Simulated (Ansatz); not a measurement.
`[CH3][In-]([CH3])([OH])[OH2+]`. The species carries charge 0 and has multiplicity 1. Correlated methods include outer-core shells of In, which these sets cover unevenly. In: def2 effective core potential.

Cartesian coordinates in Å:
```
C 0.0043 -1.6743 1.5213
In 0.1826 -0.2633 -0.0806
C 1.7149 0.8223 -1.1079
O -1.5345 -0.2357 -1.2563
O -1.2684 1.5440 0.5404
H -0.8484 -1.3941 2.1415
H -0.1695 -2.6751 1.1215
H 0.9013 -1.6976 2.1405
H 2.4769 0.1456 -1.4973
H 2.2024 1.5347 -0.4402
H 1.2666 1.3603 -1.9441
H -2.1195 -0.9905 -1.1767
H -1.7611 1.0936 -0.2027
H -1.0478 2.4300 0.2408
```

(1) Give the diagnostics of a CCSD(T)/def2-TZVPP run (frozen core, Ansatz). (Estimate.)

Answers

(1) Ansatz gave: T1 = 0.0126, largest single amplitude 0.015, largest double 0.028, (T) share of the correlation energy 3.4 %, 9 CCSD cycles. The RHF solution is stable towards an unrestricted one. T1 lies under the customary mark of 0.02 for closed shells.
